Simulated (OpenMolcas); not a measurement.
Mo IV.

```json
{"Program": "OpenMolcas", "Basis": "ANO-RCC-VDZP [6s5p3d1f]", "Scalar Hamiltonian": "DKH2, point nucleus", "Active space": "3 electrons in 5 orbitals (4d)", "State averaging": "2S+1 = 4 even, 10 roots; 2S+1 = 2 even, 40 roots", "Spin-orbit coupling": "state interaction with AMFI integrals over the reference wave functions, term energies averaged over their components"}
```

Two sets of levels on these reference wave functions, in cm⁻¹ above 4d³ ⁴F_3/2: one from CASSCF and one from MS-CASPT2, IPEA 0.25 Eh, imaginary shift 0.1 Eh (closed shells correlated: 4s 4p).

```csv
Level,Set 1,Set 2
4d³ ⁴F_3/2,0.0,0.0
4d³ ⁴F_5/2,811,791
4d³ ⁴F_7/2,1832,1806
4d³ ⁴F_9/2,2990,2980
4d³ ⁴P_1/2,10980,13100
4d³ ⁴P_3/2,10980,13190
4d³ ²G_7/2,12450,14210
4d³ ⁴P_5/2,12260,14350
4d³ ²G_9/2,13260,14940
4d³ ²P_1/2,15470,18500
4d³ ²H_9/2,17530,18870
4d³ ²H_11/2,17970,19250
4d³ ²D_5/2(1),17770,21020
4d³ ²F_7/2,26760,30710
4d³ ²F_5/2,27100,31060
4d³ ²D_5/2(2),41330,47640
```

Task: Which set is which?

Result: Set 1 is MS-CASPT2. Its levels of the other terms of 4d³ lie at 0.83 to 0.93 of the other set's values, as expected, since terms of lower spin or lower L gain more correlation energy than the Hund ground term. Against 15 measured levels (Sugar and Musgrove, J. Phys. Chem. Ref. Data 17, 155 (1988)) the mean absolute deviation is 1000 cm-1 with it and 3200 cm-1 without; single levels miss by up to 2400 cm-1 with it.

Term energies are means over components that CASPT2 splits; among the terms shown or strongly mixed into the levels shown the widest spread is 620 cm-1 (4d³ ⁴F, MS-CASPT2). The basis is small and was not contracted for so high a charge. Without dynamic correlation excited terms often stand tens of per cent too high (terms of higher spin than the ground term too low), and those without a measured partner can miss by more than the paired ones (holds for CASSCF). The CASPT2 spread within a term exceeds the gap to the next term for 4d³ ²D(1) and 4d³ ²H, so the order of their levels is uncertain (holds for MS-CASPT2). Computed and measured levels are paired by configuration, term and J; levels that our copy of the source lacks, or whose pairing is in doubt (as where it misses far off the trend of its configuration), stay unpaired and out of the deviations. Only configurations of the active space appear. The table leaves out levels that lie high or whose names do not pair safely across all columns.

A number in round brackets counts repeated terms of one configuration in the order of the reference energies.
